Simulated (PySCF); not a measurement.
Compound: C4H2F4.
SMILES: `F/C=C\C(F)=C(F)F`

A PySCF run (density fitting, gas phase, GFN2-xTB geometry) gave HOMO -6.88 eV, LUMO -1.04 eV, dipole 2.39 D and E = -552.323 Eh.

Problem. Which of these levels was it?
A. PBE0/pcSseg-1
B. B3LYP/def2-SVPD
C. OPBE/STO-3G

Solution. A. It is PBE0/pcSseg-1. All candidates on this geometry:

```csv
level and settings,kind,basis functions,SCF cycles,E (Eh),HOMO (eV),LUMO (eV),dipole (D)
"OPBE/STO-3G, fitting basis def2-universal-jkfit",GGA,42,12,-545.2347,-1.80,1.76,0.72
B3LYP/def2-SVPD,global hybrid,188,14,-552.5449,-6.83,-1.43,2.37
PBE0/pcSseg-1,global hybrid,146,14,-552.3227,-6.88,-1.04,2.39
```

The nearest other candidate, by the summed differences of HOMO and LUMO, is B3LYP/def2-SVPD: its HOMO differs by +0.05 eV and its LUMO by -0.39 eV. Cycle counts include a coarse-grid stage where the run had one.

The values belong to the conformer `[F:1]/[CH:2]=[CH:3]\[C:4]([F:5])=[C:6]([F:7])[F:8]`: C2–C3–C4–F5 0°.
